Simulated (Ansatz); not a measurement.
Relaxation of ClGeH3 (5 atoms, charge 0, multiplicity 1), to a largest force component of 0.03 eV/Å in at most 50 steps.

The calculation used RKS r2SCAN-D4/def2-SVP (Ansatz).

```xyz
5
Properties=species:S:1:pos:R:3
Ge -0.080 0.000 -0.821
Cl 1.771 0.000 2.043
H 2.166 0.000 0.767
H -1.112 1.124 -0.417
H -1.112 -1.124 -0.417
```

Where does it end, and by what steps?

The run converged. After 7 steps the energy has fallen by 0.257 eV; Cl2 moved furthest, 0.76 Å.

```
step  energy less start (eV)  largest force component (eV/Å)  accepted
   0                  0.0000                           1.230       yes
   1                 -0.0758                           0.888       yes
   2                 -0.1085                           0.976       yes
   3                 -0.1524                           0.648       yes
   4                 -0.1881                           0.929       yes
   5                 -0.2214                           1.144       yes
   6                 -0.2567                           0.041       yes
   7                 -0.2572                           0.013       yes
```

```xyz
5
Properties=species:S:1:pos:R:3
Ge -0.091 0.000 -0.867
Cl 1.259 0.000 1.481
H 2.439 0.000 0.957
H -0.988 1.138 -0.208
H -0.988 -1.138 -0.208
```

Whether the end is a true minimum wasn't checked by a vibrational analysis.

Time of the run: 24 s on 1 thread of Arm Neoverse V2, on a shared host, peak memory 0.12 GiB.
